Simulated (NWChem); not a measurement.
A series in which one site is exchanged, each optimised at PBE0/def2-SVP with NWChem, gas phase unless a solvent is named. All stand in one matching conformer (torsions within 35°), which need not be the lowest. Low-valent species are run as closed-shell singlets; no triplet was tried in these runs. Some are not confirmed as minima by frequencies. def2 effective core potentials on Sn, Pb; no spin-orbit coupling.

A: [Sn]([SH])[SiH3] (SnSiH4S; site = Sn)
B: [SH][Ge][SiH3] (GeSiH4S; site = Ge)
C: [SiH3][Si]S (Si2H4S; site = Si)
D: [SH][Pb][SiH3] (PbSiH₄S; site = Pb)

Values for A:

```
Item                                                  Value
----------------------------------------------------  -----
dipole (D), PBE0/def2-SVP                              2.08
vertical ionisation energy, ΔSCF, PBE/def2-SVP (eV)    8.16
vertical ionisation energy, ΔSCF, PBE0/def2-SVP (eV)   8.29
static polarisability, PBE0/def2-SVPD (bohr³)         105.1
lowest singlet excitation, PBE0/def2-SVPD, TDA (eV)    2.45
```

Problem. How do these values change for the other members?

Solution. 
```json
[
 {"change from A": "dipole (D), PBE0/def2-SVP", "B": "-0.77", "C": "-0.98", "D": "+0.95"},
 {"change from A": "vertical ionisation energy, ΔSCF, PBE/def2-SVP (eV)", "B": "+0.22", "C": "+0.17", "D": "+0.01"},
 {"change from A": "vertical ionisation energy, ΔSCF, PBE0/def2-SVP (eV)", "B": "+0.22", "C": "+0.17", "D": "+0.01"},
 {"change from A": "static polarisability, PBE0/def2-SVPD (bohr³)", "B": "-13.2", "C": "-16.8", "D": "+3.9"},
 {"change from A": "lowest singlet excitation, PBE0/def2-SVPD, TDA (eV)", "B": "+0.11", "C": "+0.08", "D": "+0.03"}
]
```
